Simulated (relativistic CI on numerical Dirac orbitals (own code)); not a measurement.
## Spin-allowed bands of a d2 ion in an octahedral site, by hand

Problem. Take Δ = 19000 cm⁻¹ and B = 970 cm⁻¹ for a d2 ion in an octahedral site. Calculate the three spin-allowed bands.

Working.
1. The terms of highest spin are 3F (energy 0) and 3P (15B = 14550 cm⁻¹). Here the F term splits into A2 at +1.2Δ = 22800, T2 at +0.2Δ = 3800 and T1 at −0.6Δ = -11400 cm⁻¹.
2. The two T1 states mix through the element 0.4Δ: H = [[-11400, 7600], [7600, 14550]], with roots ½(H₁₁ + H₂₂) ∓ ½√[(H₂₂ − H₁₁)² + 4H₁₂²] = ½(3150) ∓ ½(30074) = -13462 and 16612 cm⁻¹.
3. The ground term is 3T1 at -13462 cm⁻¹.
4. Bands: 3T2 17262 cm⁻¹ (579 nm), 3T1(P) 30074 cm⁻¹ (333 nm), 3A2 36262 cm⁻¹ (276 nm).

Check. Exact diagonalisation of the whole d2 shell with these parameters gives 3T2 17262, 3T1 30074, 3A2 36262 cm⁻¹. The match is exact, since without spin-orbit coupling no other term has this spin. The ratio of the second band to the first, 1.742, depends on Δ/B = 19.6 alone, which is how a Tanabe-Sugano diagram is read.
